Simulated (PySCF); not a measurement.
## Gas-phase XPS of `COCB1NBNBN1`, computed

Species: C2H10B3N3O.
Atom-mapped SMILES: `[CH3:1][O:2][CH2:3][B:4]1[NH:5][BH:6][NH:7][BH:8][NH:9]1`

Method: PySCF, delta-SCF UKS SCAN, pcX-2 on the ionised atom, pcseg-1 elsewhere, spin-free X2C. These are vertical core ionisation energies against the vacuum level, from separate self-consistent calculations with and without the core hole.

**Question.** What binding energy does each computed site have?

**Answer.** 
| atom(s) | environment | level | binding energy (eV) | above the level's lowest (eV) | count |
| --- | --- | --- | --- | --- | --- |
| C1 | methoxy carbon | C 1s | 292.12 | +0.76 | 1 |
| O2 | ether oxygen | O 1s | 538.32 | 0.00 | 1 |
| C3 | sp3 carbon bound to oxygen | C 1s | 291.36 | 0.00 | 1 |
| B4 | three-coordinate boron | B 1s | 195.51 | 0.00 | 1 |
| N5/N9 | boron-bound nitrogen | N 1s | 404.52 | +0.06 | 2 |
| B6/B8 | three-coordinate boron | B 1s | 195.62 | +0.11 | 2 |
| N7 | boron-bound nitrogen | N 1s | 404.46 | 0.00 | 1 |

The 2 B 1s values lie within 0.11 eV of each other; Gaussian lines of 0.5 eV full width would blend them into one maximum.

Lowest listed C 1s: C3, bonded to O, 2 H and B. Highest, 0.76 eV above it: C1, bonded to O and 3 H. Summing the Pauling electronegativity differences to the bonded atoms, each weighted by its formal bond order, gives -0.32 for the lowest site and -0.16 for the highest.

The 2 N 1s values lie within 0.06 eV of each other; Gaussian lines of 0.5 eV full width would blend them into one maximum.

**Question.** Which photon energy gives electrons from B 1s of B6/B8 a kinetic energy of 50 eV, and what is their de Broglie wavelength?

**Answer.** hν = 195.62 + 50 = 245.62 eV, recoil neglected; λ = 12.264 Å/√(E/eV) = 1.73 Å.

**Question.** Which effective nuclear charge Zeff reproduces each element's mean 1s value in the hydrogen-like formula E = 13.606 eV × Zeff²?

**Answer.** B (Z = 5): mean 195.6 eV, Zeff = 3.79, Z − Zeff = 1.21; C (Z = 6): mean 291.7 eV, Zeff = 4.63, Z − Zeff = 1.37; N (Z = 7): mean 404.5 eV, Zeff = 5.45, Z − Zeff = 1.55; O (Z = 8): mean 538.3 eV, Zeff = 6.29, Z − Zeff = 1.71. Means run over the listed sites, weighted by atom count.

Topologically equivalent atoms share the value of their first member; where this conformer doesn't relate them by symmetry, their own values could differ. One conformer (not necessarily the lowest) at the PBE0-D3(BJ)/def2-SVP geometry, without solvent, vibrations or thermal averaging.
